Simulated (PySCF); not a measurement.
Molecule: `C(=C)[SiH2]N[SiH2]P`, C$_{2}$H$_{10}$NPSi$_{2}$.

Geometry:
```csv
atom,x (Å),y (Å),z (Å)
C1,-3.199,1.367,-0.118
C2,-2.004,0.906,-0.506
Si3,-1.178,-0.564,0.296
N4,0.382,-0.132,0.947
Si5,1.927,-0.893,0.717
P6,3.415,0.669,0.023
H7,-3.759,0.899,0.701
H8,-3.679,2.229,-0.596
H9,-1.490,1.419,-1.331
H10,-0.918,-1.653,-0.692
H11,-2.126,-1.062,1.345
H12,0.385,0.681,1.560
H13,1.723,-2.006,-0.256
H14,2.500,-1.458,1.981
H15,4.482,-0.269,-0.136
H16,3.011,0.603,-1.347
```

Geometry PBE0-D3(BJ)/def2-SVP throughout; GIAO in PySCF 2.14.0 with density-fitted response routines, gas phase, one conformer, non-relativistic; equivalent atoms averaged; basis pcSseg-1.

Question: How do the absolute shieldings σ depend on the functional? (a selection of nuclei; ppm; last column core-seconds on shared hosts with different chips, so compare them loosely)

Answer: 
```csv
functional,kind,C1,C2,Si5,N4,P6,H9,H13/H14,H10/H11,H12,core-s
HF,Hartree–Fock,44.3,47.8,419.8,257.4,603.5,25.47,26.93,27.30,32.23,10
LDA,LDA,30.2,28.5,338.7,237.9,564.2,24.23,25.03,25.56,31.22,22
PBE,GGA,36.7,36.3,357.5,237.8,565.3,24.80,25.65,26.18,31.74,28
BLYP,GGA,33.4,30.9,348.5,232.1,542.8,25.11,25.98,26.49,31.95,28
BP86,GGA,36.6,36.2,356.5,237.7,562.3,24.90,25.74,26.26,31.80,28
OPBE,GGA,46.9,49.1,381.8,245.4,587.0,24.78,25.79,26.29,31.74,30
KT2,GGA,48.6,48.9,382.9,240.1,585.9,25.03,25.66,26.19,31.76,30
KT3,GGA,50.3,50.8,388.9,240.3,579.6,25.21,26.05,26.57,31.92,30
B97-D,GGA,41.4,41.1,370.9,238.3,559.4,25.18,26.10,26.61,32.00,28
B3LYP,global hybrid,34.6,33.7,362.3,239.2,557.2,25.11,26.16,26.63,31.97,18
PBE0,global hybrid,38.3,39.8,374.6,245.9,581.4,24.87,25.95,26.42,31.81,22
mPW1PW91,global hybrid,37.6,39.2,373.1,245.5,577.3,24.95,26.05,26.51,31.88,18
WP04,global hybrid,30.1,30.5,362.4,235.0,525.6,25.62,27.03,27.46,32.08,29
B97-2,global hybrid,41.5,43.1,380.4,245.3,578.0,25.08,26.17,26.63,31.96,28
BHandHLYP,global hybrid,37.2,38.0,383.1,247.0,575.1,25.19,26.44,26.87,32.01,26
CAM-B3LYP,range-separated hybrid,34.4,34.2,368.2,244.8,566.1,25.01,26.19,26.62,31.92,37
wB97X-D,range-separated hybrid,37.5,40.0,376.4,247.0,578.1,25.04,26.18,26.61,31.93,34
LC-wPBE,range-separated hybrid,36.9,40.5,381.9,255.4,589.1,24.89,26.26,26.63,31.93,47
```

Question: Which nucleus among those listed moves most, in ppm?

Answer: Si5 (silicon bonded to N, P, 2 H): from 338.7 ppm with LDA to 419.8 ppm with HF. The smallest spread is 1.01 ppm, at H12. Proton shifts span only some 12 ppm, so a few tenths of a ppm matter as much there as several ppm in carbon.
